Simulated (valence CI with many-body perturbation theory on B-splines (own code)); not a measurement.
The numbers below are computed, except where a source is named.
Basis-set convergence for Fe²¹⁺

Method: configuration interaction combined with many-body perturbation theory (CI+MBPT): three valence electrons over a frozen Dirac-Fock core [He], radial functions for each j: 9 s, 9 p, 8 d, 6 f, 3 g, 1 h, with the one-electron correlation potential Σ1, the two-electron term Σ2, the three-electron term Σ3, Breit, model QED; selected CI, second order for the rest, scaled by the run's own slope (own B-spline code, finite nucleus).

No measured spectrum was set against this ion. As an estimate, levels of excited configurations hold to 0.05 to 0.15 % of their energy, terms of the ground configuration to about 0.5 %.

The reference run has the lowest level 2s2.2p 2P°_1/2 and an ionisation energy of 1798.73 eV. Its largest variational space holds 10723 state functions.

Names give the largest LS component (configuration and term), which can be under half, so a name can repeat, a term be missing and a line seem to break the LS rules; names also repeat where a configuration has a term twice.

Changed runs:
A. basis 6 s, 6 p, 5 d, 3 f, 1 g
B. basis 5 s, 5 p, 4 d, 2 f

Excitation energies of the reference run in cm⁻¹, and shifts in cm⁻¹:

```
                 Level  Reference       A      B
        2s2.2p 2P°_3/2     118234    -2.2   -7.3
         2s.2p2 4P_1/2     404272    -135   -393
         2s.2p2 4P_3/2     459859    -149   -432
         2s.2p2 4P_5/2     512976    -129   -388
         2s.2p2 2D_3/2     736501    +125   +387
         2s.2p2 2D_5/2     759364    +111   +338
         2s.2p2 2P_1/2     854069    +168   +546
         2s.2p2 2S_1/2     978782    +187   +594
         2s.2p2 2P_3/2     992681    +148   +496
           2p3 4S°_3/2    1255630    -103   -299
           2p3 2D°_3/2    1396040    +111   +337
           2p3 2D°_5/2    1426320    +123   +352
Ionisation energy (eV)    1798.73  -0.016  -0.06
```
